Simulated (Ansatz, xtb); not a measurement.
# Relative energy of two isomers of FGeH4Si

Structure I is `F[SiH][GeH3]`, a doublet and structure II is `[F][GeH][SiH3]`, a doublet. Both are isolated molecules in the gas phase, relaxed with PBE0-D3(BJ)/def2-SVP.

Q: Which of the two would you expect CCSD(T)/def2-SVP + ΔMP2/def2-TZVPP electronic energies to favour?

A: Structure I; the calculation gives E(II) − E(I) = +8.5 kcal/mol.

Level by level:

```tsv
level	geometry	E(II) − E(I) (kcal/mol)	departure from the last row (kcal/mol)	job, with rough time for the two
GFN2-xTB	GFN2-xTB	−13.1	−21.6	optimisation, 0.11 s
HF/STO-3G	GFN2-xTB	+29.2	+20.7	single point, 0.44 s
r2SCAN-D4/def2-SVP	GFN2-xTB	+10.4	+1.8	single point, 4.1 s
PBE0-D3(BJ)/def2-SVP	PBE0-D3(BJ)/def2-SVP	+6.4	−2.1	optimisation, 53 s
HF/def2-SVP	PBE0-D3(BJ)/def2-SVP	+5.8	−2.7	part of the CCSD(T) run
MP2/def2-SVP	PBE0-D3(BJ)/def2-SVP	+6.7	−1.8	part of the CCSD(T) run
CCSD(T)/def2-SVP	PBE0-D3(BJ)/def2-SVP	+6.0	−2.5	single point
CCSD(T)/def2-SVP + ΔMP2/def2-TZVPP	PBE0-D3(BJ)/def2-SVP	+8.5		single point, 32 s
```

As drawn, II has 1 F–Ge, 2 Si–H in place of 1 F–Si, 2 Ge–H.

GFN2-xTB puts the two in the other order. The largest departure from CCSD(T)/def2-SVP + ΔMP2/def2-TZVPP is that of GFN2-xTB, 21.6 kcal/mol. The last row adds to CCSD(T) the change of the MP2 difference between the two basis sets, here +2.5 kcal/mol.

With harmonic frequencies from PBE0-D3(BJ)/def2-SVP (ideal gas, rigid rotor, one conformer each, 200 K, 1 atm): on the last row, ΔE + ΔZPE = +8.5, ΔH = +8.6, ΔG = +8.5 kcal/mol.

Open shells are spin-unrestricted. The correlated steps freeze 15 core orbitals; the filled d shell of Ge is correlated, in a basis made for valence electrons. Codes used: Ansatz 0.2.0, xtb 6.7.1; the last row on 1 thread of Intel(R) Xeon(R) 6975P-C (Granite Rapids) on a shared host.
